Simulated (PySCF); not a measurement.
H2ISi, SMILES `[SiH2]I` (charge 0, multiplicity 2)

All values below come from PBE0-D4/def2-TZVP (PySCF 2.14.0).

| Quantity | Result |
|---|---|
| highest occupied spin orbital | -6.43 eV |
| dipole moment | 0.87 D |
| total energy | -588.2881 Ha |
| cost | around 26 core-seconds (rough) |

```xyz
4

Si    -0.2863     0.0102     0.4167
I      2.0892    -0.0773    -0.0904
H     -0.8579     1.2566    -0.1614
H     -0.9488    -1.1888    -0.1646
```
Charge 0, spin multiplicity 2.
